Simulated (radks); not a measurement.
The numbers below are computed, except where a source is named.
Question: Ionisation of neutral selenium, [Ar] 3d10 4s2 4p4, to Se+, [Ar] 3d10 4s2 4p3, under several functionals. Scalar-relativistic Kohn-Sham, spin-polarised, spherical densities, point nucleus; open shells are filled with parallel spins first; a radial shooting solver on a logarithmic mesh with Libxc functionals. Known Delta-SCF values: RPBE 9.404 eV. What does HCTH/407 give, and what is its highest occupied eigenvalue?

Answer: 9.524 eV by Delta-SCF; the 4p eigenvalue is -5.575 eV. NIST: 9.752 eV (measured).
